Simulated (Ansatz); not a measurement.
`[NH2][W](=[O])(=[S])[Cl]`, 7 atoms. Total charge 0; spin multiplicity 1. Correlated methods include outer-core shells of W, which these sets cover unevenly. W: def2 effective core potential. All runs use 4 threads of an Arm Neoverse V1 on a shared host. Correlated methods freeze the cores.

(1) How many basis functions does each run have, and how long does it take in Ansatz? RKS PBE0-D4/def2-SVP energy; RHF-MP2/def2-QZVPP energy; direct RPA on PBE orbitals/def2-TZVPP energy; RKS PBE0-D4/def2-TZVP relaxation (9 steps); RKS r2SCAN-D4/def2-TZVPP energy and forces; RKS PBE0-D4/def2-TZVP frequencies; RKS ωB97M-V/def2-SVP energy; RKS ωB97M-V/def2-QZVPP energy; RHF-CCSD(T)/def2-TZVPP energy; RKS HSE06 (plane-wave form)-D4/def2-TZVPP energy; RKS B3LYP-D4/def2-TZVPP energy and forces; RHF-CCSD(T)/def2-SVP energy. (An estimate is asked.)

Answers

(1) Computed: Other jobs shared the machine, so times are rough.

```
                                    level                   job  functions  wall time  peak host memory (GiB)
                     RKS PBE0-D4/def2-SVP                energy        106      1.7 s                    0.44
RKS HSE06 (plane-wave form)-D4/def2-TZVPP                energy        230      3.9 s                    0.67
                  RKS B3LYP-D4/def2-TZVPP     energy and forces        230        5 s                    0.69
    direct RPA on PBE orbitals/def2-TZVPP                energy        230        6 s                    0.56
                 RKS r2SCAN-D4/def2-TZVPP     energy and forces        230      6.5 s                    0.36
                     RKS ωB97M-V/def2-SVP                energy        106      7.5 s                    0.44
                     RHF-CCSD(T)/def2-SVP                energy        106        9 s                    0.53
                       RHF-MP2/def2-QZVPP                energy        395       18 s                     1.9
                   RKS ωB97M-V/def2-QZVPP                energy        395       20 s                     1.7
                    RKS PBE0-D4/def2-TZVP  relaxation (9 steps)        188       37 s                    0.55
                    RKS PBE0-D4/def2-TZVP           frequencies        188      120 s                    0.55
                   RHF-CCSD(T)/def2-TZVPP                energy        230    3.5 min                     4.4
```

B3LYP here is the variant with VWN-RPA as its local correlation; programs differ in this.
